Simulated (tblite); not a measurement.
Input of a run (GFN2-xTB geometry optimisation, gas phase (tblite 0.8.0)), started from a force field or distance geometry:
```
{"job": {"kind": "relax", "xc": "GFN2-xTB", "basis": "xTB"}, "charge": 0, "multiplicity": 1}
C     -2.109300    -1.868500    -0.666100
O     -2.044400    -0.538500    -0.318100
Si    -0.616800    -0.077600     0.492800
O     -0.380100     1.610700     0.119200
C     -1.560200     2.307700     0.342800
O      0.782100    -0.931700    -0.049300
C      1.761200     0.067300    -0.187800
C      3.100700    -0.458000    -0.644400
F      4.034900     0.548900    -0.771000
F      3.591600    -1.335000     0.317900
F      3.009200    -1.154100    -1.831700
H     -1.728900    -2.069300    -1.699500
H     -3.187600    -2.186900    -0.686500
H     -1.623300    -2.556500     0.075400
H     -0.659600    -0.199800     1.947800
H     -2.002900     2.702100    -0.595700
H     -2.300000     1.572800     0.731400
H     -1.430100     3.174400     1.020200
H      1.921600     0.517900     0.828600
H      1.436600     0.885000    -0.838700
```

Output (eV, eV/Å):
```
step      E/eV     max force
  0   -1125.90347    2.961
  1   -1126.42583    1.727
  2   -1126.65281    1.028
  3   -1126.73447    0.783
  4   -1126.82478    0.628
  5   -1126.86311    0.526
  6   -1126.94424    0.547
  7   -1126.97598    0.365
  8   -1127.00975    0.388
  9   -1127.04068    0.415
 10   -1127.07373    0.487
 11   -1127.10500    0.413
 12   -1127.13567    0.403
 13   -1127.16078    0.363
 14   -1127.18133    0.350
 15   -1127.19696    0.273
 16   -1127.20595    0.167
 17   -1127.21167    0.214
 18   -1127.21584    0.251
 19   -1127.21959    0.209
 20   -1127.22269    0.142
 21   -1127.22469    0.111
 22   -1127.22613    0.080
 23   -1127.22758    0.097
 24   -1127.22905    0.084
 25   -1127.23045    0.089
 26   -1127.23182    0.092
 27   -1127.23342    0.103
 28   -1127.23545    0.095
 29   -1127.23764    0.093
 30   -1127.23927    0.077
 31   -1127.24023    0.066
 32   -1127.24096    0.057
 33   -1127.24176    0.062
 34   -1127.24261    0.071
 35   -1127.24341    0.069
 36   -1127.24416    0.060
 37   -1127.24502    0.073
 38   -1127.24612    0.088
 39   -1127.24734    0.083
 40   -1127.24844    0.070
 41   -1127.24938    0.062
 42   -1127.25035    0.077
 43   -1127.25146    0.081
 44   -1127.25253    0.071
 45   -1127.25346    0.062
 46   -1127.25435    0.062
 47   -1127.25534    0.075
 48   -1127.25633    0.073
 49   -1127.25709    0.068
 50   -1127.25765    0.057
 51   -1127.25826    0.066
 52   -1127.25913    0.086
 53   -1127.26021    0.091
 54   -1127.26118    0.073
 55   -1127.26187    0.057
 56   -1127.26245    0.058
 57   -1127.26307    0.058
 58   -1127.26360    0.058
 59   -1127.26406    0.054
 60   -1127.26446    0.047
 61   -1127.26527    0.070
 62   -1127.26625    0.086
 63   -1127.26782    0.107
 64   -1127.26928    0.099
 65   -1127.27054    0.082
 66   -1127.27149    0.072
 67   -1127.27246    0.064
 68   -1127.27347    0.065
 69   -1127.27433    0.067
 70   -1127.27509    0.067
 71   -1127.27577    0.068
 72   -1127.27608    0.085
 73   -1127.27691    0.056
 74   -1127.27743    0.057
 75   -1127.27803    0.048
 76   -1127.27849    0.053
 77   -1127.27894    0.045
 78   -1127.27926    0.039
 79   -1127.27955    0.040
 80   -1127.27989    0.041
 81   -1127.28047    0.049
 82   -1127.28114    0.063
 83   -1127.28185    0.072
 84   -1127.28255    0.072
 85   -1127.28344    0.074
 86   -1127.28437    0.079
 87   -1127.28551    0.114
 88   -1127.28681    0.084
 89   -1127.28832    0.064
 90   -1127.28908    0.066
 91   -1127.29062    0.065
 92   -1127.29162    0.058
 93   -1127.29245    0.055
 94   -1127.29286    0.058
 95   -1127.29313    0.072
 96   -1127.29350    0.039
 97   -1127.29371    0.033
 98   -1127.29393    0.034
 99   -1127.29417    0.029
100   -1127.29446    0.032
101   -1127.29481    0.039
102   -1127.29529    0.046
103   -1127.29594    0.047
104   -1127.29674    0.044
105   -1127.29758    0.049
106   -1127.29828    0.061
107   -1127.29886    0.061
108   -1127.29941    0.050
109   -1127.29997    0.047
110   -1127.30013    0.063
111   -1127.30057    0.038
112   -1127.30071    0.029
113   -1127.30088    0.024
114   -1127.30101    0.021
115   -1127.30120    0.027
116   -1127.30139    0.031
117   -1127.30159    0.033
118   -1127.30179    0.036
119   -1127.30204    0.028
120   -1127.30233    0.031
121   -1127.30263    0.035
122   -1127.30273    0.114
123   -1127.30316    0.051
124   -1127.30356    0.039
125   -1127.30449    0.045
126   -1127.30532    0.060
127   -1127.30610    0.052
128   -1127.30667    0.041
129   -1127.30698    0.056
130   -1127.30706    0.087
131   -1127.30751    0.036
132   -1127.30773    0.033
133   -1127.30811    0.032
134   -1127.30833    0.034
135   -1127.30872    0.047
136   -1127.30915    0.057
137   -1127.30960    0.037
138   -1127.30995    0.041
139   -1127.31037    0.056
140   -1127.31047    0.092
141   -1127.31103    0.040
142   -1127.31120    0.036
143   -1127.31134    0.026
144   -1127.31143    0.026
145   -1127.31167    0.034
146   -1127.31188    0.031
147   -1127.31208    0.031
148   -1127.31225    0.028
149   -1127.31243    0.063
150   -1127.31263    0.042
151   -1127.31292    0.034
152   -1127.31319    0.029
153   -1127.31330    0.029
154   -1127.31344    0.029
155   -1127.31355    0.029
156   -1127.31368    0.026
157   -1127.31382    0.029
158   -1127.31397    0.030
159   -1127.31412    0.031
160   -1127.31429    0.030
161   -1127.31448    0.030
162   -1127.31465    0.031
163   -1127.31478    0.027
164   -1127.31484    0.018
165   -1127.31488    0.009
```

Task: Summarise the run.

Result: The energy falls by 1.411 eV over 165 L-BFGS steps, the largest force on an atom goes from 2.96 to 0.009 eV/Å, and the atoms move by 0.641 Å rms after alignment. The bond that changes most is Si3–O4 (oxygen-bound silicon to silyl ether oxygen), which shortens by 0.134 Å. Bonds longer at the end by more than 0.005 Å: 3 of 19; shorter: 14. Among the angles that change most is Si3–O6–C7, from 104.1° to 128.1°. Among the dihedrals that turn most is H12–C1–O2–Si3, from -93° to -42°. The energy never rose by more than 1e-5 eV on the way. The first step brought 37 % of the lowering.

Task: What are the final bond lengths?

Result: C1–O2 1.404 Å, O2–Si3 1.609 Å, Si3–O4 1.612 Å, O4–C5 1.402 Å, Si3–O6 1.629 Å, O6–C7 1.380 Å, C7–C8 1.525 Å, C8–F9 1.344 Å, C8–F10 1.338 Å, C8–F11 1.334 Å, C1–H12 1.090 Å, C1–H13 1.090 Å, C1–H14 1.092 Å, Si3–H15 1.462 Å, C5–H16 1.090 Å, C5–H17 1.090 Å, C5–H18 1.092 Å, C7–H19 1.096 Å, C7–H20 1.096 Å. Numbering counts from 1 in the input's order; the species is `CO[SiH](OC)OCC(F)(F)F`.

Time: 1.2 s wall. Hardware: one thread of an Arm Neoverse V2, shared host.

Its lowest GFN2-xTB frequency is 15i cm⁻¹, too small to tell a flat minimum from a shallow saddle. One conformer, not necessarily the lowest. 2 starts were optimised and ended at 0.00 and 0.82 kcal/mol (GFN2-xTB); the lowest of these is shown.

The numbers are calculated, not measured.
